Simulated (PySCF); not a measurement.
An unknown shows these calculated signals:

$^{1}$H NMR (400 MHz, computed): δ 10.31 (d, 1H), 5.13 (s, 3H), 5.06 (d, 1H), 3.76 (m, 1H), 3.67 (s, 3H), 0.76 (br s, 2H).

$^{13}$C{$^{1}$H} NMR (computed): δ 216.6 (CH), 92.7 (CH), 64.5 (CH3).

Relativity neglected, fast rotation and ring inversion assumed for equivalent nuclei, isolated molecule, one conformer. Shielding tensors at PBE0/pcSseg-1 (GIAO); coordinates at the GFN2-xTB level; PySCF 2.14.0 with density-fitted response routines.

Referencing at the same level of theory: $^{1}$H (σ = 31.72 ppm), $^{13}$C (σ = 186.93 ppm) against TMS.

Question: Which of these does the molecule contain: a methoxy group, an N-methyl group, a ketone, an NH or NH2 group, a non-aromatic C=C double bond, a Si–H bond?

Answer: 
- A methoxy group: yes (δC 64.5; δH 3.67 (s)).
- An N-methyl group: no.
- A ketone: no.
- An NH or NH2 group: yes (δH 0.76 (br s)).
- A non-aromatic C=C double bond: no.
- A Si–H bond: yes (δH 5.06 (d)).

The data belong to SMILES CO[C@@H](C=O)[Si@@H](N)O[SiH3], C$_{3}$H$_{11}$NO$_{3}$Si$_{2}$; they needn't prove each group on their own.

Carbon signals by region: 1 in the far downfield region (above 160 ppm), 2 at 50–100 ppm. Above 160 ppm: 216.6, aldehyde carbonyl carbon.

The OH or NH signal is concentration- and solvent-dependent in practice; the value given is the gas-phase one. Shifts are as computed. Against solution values, carbons near 30 ppm lie about +3 ppm off and those near 130 ppm about +5 ppm. Of 1309 compounds with measured shifts, 239 miss one by over three times the rms of a fit or turn the order of signals round; such compounds aren't used in these exercises. Multiplicities follow the n + 1 count of equivalent neighbours, as no J values were calculated; m marks all less simple cases, F and P coupling included.
